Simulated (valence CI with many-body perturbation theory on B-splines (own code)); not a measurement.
The numbers below are computed, except where a source is named.
## Hyperfine factors and g values of Tc²⁹⁺

Method: relativistic CI+MBPT: four valence electrons over a frozen Dirac-Fock core [Ne], radial functions for each j: 11 s, 11 p, 10 d, 8 f, 5 g, 2 h, with the one-electron correlation potential Σ1 (screened to all orders), the two-electron term Σ2, the three-electron term Σ3, Breit, model QED; selected single and double excitations, second order for the rest, scaled by the run's own slope (own B-spline code, finite nucleus).

No measured spectrum was set against this ion. As an estimate, large intervals hold to a few tenths of a per cent, small ones and those within an open d or f shell to about a per cent. Among the levels kept, up to 700 cm⁻¹ of a level comes from second order outside the variational space, and about a tenth of that is noise between levels of different J, which matters for small intervals.

A/g_I is the dipole constant over the nuclear g factor μ/I (μ in nuclear magnetons, uniformly magnetised nucleus), B/Q the quadrupole constant per barn. Both hold the static response of the core; the bare values leave it out. Large factors of s and p1/2 electrons are usually good to 5 to 10 %; those of open d and f shells near neutrality can be off by tens of per cent, and small factors of p3/2, d and f electrons come from cancelling terms and can be off by a factor of two or in sign, in half-filled shells by more. B is blank for J = 1/2, where it vanishes, and for nearly pure S terms. Energies count from the lowest level. Levels with J = 0 are left out.

Levels are named by their leading jj configuration (3d3/2^4 stands for four electrons in 3d with j = 3/2), which in mixed levels can hold well under half, so a name can repeat and another be missing. Letters in brackets count levels of one name in rising energy.

```csv
Level,E (cm⁻¹),g,A/g_I (MHz),A/g_I bare,B/Q (MHz/b),B/Q bare
(3s^2 3p1/2 3p3/2) J=1,183530,1.498,-5670,-4460,29100,28500
(3s^2 3p1/2 3p3/2) J=2,220310,1.232,66900,65600,32700,31900
(3s^2 3p3/2^2) J=2,431390,1.261,34300,34000,25500,24900
(3s 3p1/2^2 3p3/2) J=2,743730,1.793,156000,152000,25100,24500
(3s 3p1/2^2 3p3/2) J=1,867830,0.829,-78600,-75300,46000,45000
(3s 3p1/2 3p3/2^2) J=2 [a],929570,1.396,106000,104000,46900,45900
(3s 3p1/2 3p3/2^2) J=3,986040,1.326,133000,130000,-8540,-8240
(3s^2 3p1/2 3d3/2) J=2,1035100,0.936,40400,40000,-19300,-18400
(3s 3p1/2 3p3/2^2) J=1 [a],1087900,1.288,130000,127000,-48800,-47700
(3s 3p1/2 3p3/2^2) J=2 [b],1131800,0.940,31300,31000,6060,6290
(3s^2 3p1/2 3d5/2) J=3,1181000,1.101,38600,38200,29300,29400
(3s 3p1/2 3p3/2^2) J=1 [b],1183600,1.466,39000,39500,3060,3050
(3s^2 3p1/2 3d5/2) J=2 [a],1218600,1.288,66100,64700,-27300,-26300
(3s^2 3p1/2 3d3/2) J=1,1238100,0.887,-29700,-27600,13600,13500
(3s^2 3p1/2 3d5/2) J=2 [b],1260600,1.288,56700,55800,1860,2080
(3s^2 3p3/2 3d5/2) J=4,1341200,1.247,15900,16300,71000,70300
(3s^2 3p3/2 3d3/2) J=1,1378100,1.205,1590,2770,-13500,-13300
(3s^2 3p3/2 3d3/2) J=2,1396300,1.060,12200,12700,-10700,-10400
(3s^2 3p3/2 3d3/2) J=3,1407100,1.234,30100,30200,11000,11100
(3s 3p3/2^3) J=1,1453100,1.330,-48100,-44800,-19400,-19000
(3s^2 3p3/2 3d5/2) J=2,1472600,1.275,62800,61600,-41300,-40300
(3s^2 3p3/2 3d5/2) J=3,1514400,1.075,20500,20500,41200,41100
(3s^2 3p3/2 3d5/2) J=1,1571600,0.973,-10800,-9700,6600,6710
(3s 3p1/2^2 3d3/2) J=1,1626600,0.241,-105000,-101000,2840,3100
(3s 3p1/2^2 3d3/2) J=2,1633700,1.258,94400,92500,6500,6760
(3p1/2^2 3p3/2^2) J=2,1678100,1.220,10600,11600,224,445
(3s 3p1/2^2 3d5/2) J=3,1703800,1.362,76800,75500,21800,22100
(3s 3p1/2 3p3/2 3d3/2) J=1 [a],1778200,1.310,86800,85300,-27000,-26600
(3s 3p1/2 3p3/2 3d3/2) J=2 [a],1785200,1.099,45500,45000,-26100,-25500
(3s 3p1/2 3p3/2 3d3/2) J=3 [a],1797300,1.262,89700,87900,-22600,-21900
(3s 3p1/2 3p3/2 3d5/2) J=4 [a],1807900,1.358,68200,67200,36300,36300
(3s 3p1/2 3p3/2 3d3/2) J=2 [b],1825900,0.974,16900,17100,-8830,-8290
(3s 3p1/2 3p3/2 3d5/2) J=4 [b],1839000,1.349,94100,92300,26200,25800
(3s 3p1/2 3p3/2 3d5/2) J=1 [a],1854300,1.470,-16100,-13600,-18500,-18100
```

Question: Take the isotope of mass number 99, with I = 9/2, μ = 5.678 μN, leaving out the quadrupole term. What is the hyperfine structure of (3s 3p1/2^2 3p3/2) J=2?

Answer: From the table A = 196000 MHz. Shifts from the centre of gravity in MHz: F = 5/2: -2160000, F = 7/2: -1470000, F = 9/2: -588000, F = 11/2: 490000, F = 13/2: 1760000.
